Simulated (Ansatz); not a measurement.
Reaction: CH4FGe (SMILES [CH2][GeH2][F], doublet) → CH4FGe (SMILES [CH3][GeH][F], doublet)
Each species at its own B3LYP-D3(BJ)/def2-TZVP minimum (Ansatz, a quantum-chemistry and plane-wave program).

Total energies in hartree (Ansatz). UHF or UKS for unpaired electrons; spin-orbit terms are left out. Correlated methods leave the cores frozen (noble-gas shells, and filled d and f shells in the p block). No relativity.

```csv
species,HF/cc-pVTZ,CCSD(T)/cc-pVTZ,HF/cc-pVQZ,CCSD(T)/cc-pVQZ,CCSD(T)/cc-pVDZ,CCSDT(Q)/cc-pVDZ
"1: CH4FGe (SMILES [CH2][GeH2][F], doublet)",-2215.08669,-2215.65127,-2215.10316,-2215.70780,-2215.40608,-2215.40785
"2: CH4FGe (SMILES [CH3][GeH][F], doublet)",-2215.10485,-2215.68178,-2215.12128,-2215.73852,-2215.43443,-2215.43626
```

Problem. Work out the isomerisation energy (electronic) in kcal/mol: take Hartree-Fock from cc-pVQZ, extrapolate the CCSD(T) correlation energy as X^-3 (X = 3, 4), and add CCSDT(Q) - CCSD(T) in cc-pVDZ. 1 hartree = 627.51 kcal/mol.

Solution. 
Species 1: correlation (64·(-0.60464) - 27·(-0.56458))/37 = -0.63387; step -0.00177; E1 = -2215.10316 + (-0.63387) + (-0.00177) = -2215.73880
Species 2: correlation (64·(-0.61724) - 27·(-0.57693))/37 = -0.64666; step -0.00183; E2 = -2215.12128 + (-0.64666) + (-0.00183) = -2215.76977
-1·E1 +1·E2 = -0.03097 hartree = -19.4 kcal/mol.
